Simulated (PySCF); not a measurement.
# Structure and specific rotation at 589.3 nm (origin-invariant length gauge)

The calculation used TDDFT CAM-B3LYP/def2-SVPD circular dichroism and optical rotation, one conformer, gas phase (PySCF 2.14.0). Geometry: GFN2-xTB.

Each molecule in one low-energy conformer. The parent is CN[Si@@H]1S[SiH2][Si@H]1[SiH3].

The molecule is flexible and this is one conformer; a measurement averages over conformers.

**Question.** How does the specific rotation at 589.3 nm (origin-invariant length gauge) change along this series?
- CN[Si@@H]1S[SiH2][Si@H]1[SiH3] (base)
- CN[Si@@H]1S[SiH2][Si@@H]1[SiH3] (diastereomer)

**Answer.** 
```tsv
molecule	[α]589 (deg dm⁻¹ (g/mL)⁻¹)	S1 (eV)	R(S1), velocity form (10⁻⁴⁰ esu² cm²)
CN[Si@@H]1S[SiH2][Si@H]1[SiH3]	+24.9	5.09	+2.6
CN[Si@@H]1S[SiH2][Si@@H]1[SiH3]	+152.9	5.15	+30.2
```
The specific rotation at 589.3 nm (origin-invariant length gauge) is lowest for CN[Si@@H]1S[SiH2][Si@H]1[SiH3] and highest for CN[Si@@H]1S[SiH2][Si@@H]1[SiH3].
